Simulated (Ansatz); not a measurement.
The lowest singlet and triplet of BF (SMILES [B]F); geometries from B3LYP-D3(BJ)/def2-TZVP, each state relaxed from the structure named, with no frequency check.
Singlet (charge 0, multiplicity 1):
```xyz
2

B      0.000     0.000    -0.813
F      0.000     0.000     0.452
```

A positive gap puts the triplet lower; no zero-point energy. R- takes a restricted singlet. The triplet is unrestricted in single-reference levels. Active spaces average the two states.

Frozen-core correlation.

Run with Ansatz (Gaussian orbitals). 

R-PBE/def2-TZVPP gives -76.43 kcal/mol for the gap E(singlet) − E(triplet), vertical, at the singlet's geometry.

Question: Where do these levels fall relative to PBE: R-r2SCAN/def2-TZVPP, R-B3LYP/def2-TZVPP, R-wB97M-V/def2-TZVPP, R-B2PLYP/def2-TZVPP, R-MP2/cc-pVQZ, R-CCSD(T)/cc-pVQZ, SC-NEVPT2 on SA-CASSCF(2,3)/cc-pVQZ, FIC-MRCISD+Q on SA-CASSCF(2,3)/cc-pVQZ.

Answer: R-r2SCAN/def2-TZVPP 5.29; R-B3LYP/def2-TZVPP -3.81; R-wB97M-V/def2-TZVPP -11.42; R-B2PLYP/def2-TZVPP -4.84; R-MP2/cc-pVQZ -2.69; R-CCSD(T)/cc-pVQZ -8.36; SC-NEVPT2 on SA-CASSCF(2,3)/cc-pVQZ -7.81; FIC-MRCISD+Q on SA-CASSCF(2,3)/cc-pVQZ -7.79 kcal/mol. 1 of 8 lie above PBE; the widest gap is to R-wB97M-V/def2-TZVPP.

Ansatz is a quantum-chemistry and plane-wave program.
